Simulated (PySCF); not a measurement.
Si(H)(OH) (H2OSi), SMILES O[SiH] (connectivity only; charge and spin as stated), neutral, multiplicity 1. Coordinates come from a PBE0-D3(BJ)/def2-TZVP optimisation.

TDA-PBE0/def2-TZVPD (PySCF) puts the lowest singlet excitations at 3.37, 5.23, 6.29, 6.34, 7.15, 7.46 eV.

What are the lowest excitation roots from ADC(2)/aug-cc-pVDZ run with PySCF? (An estimate is asked for; the answer gives what the named calculation found.)

3.45, 5.52, 6.29, 6.47, 6.97, 7.15 eV. S1 differs by 0.08 eV (second minus first; roots are paired by order, and the bases may differ).
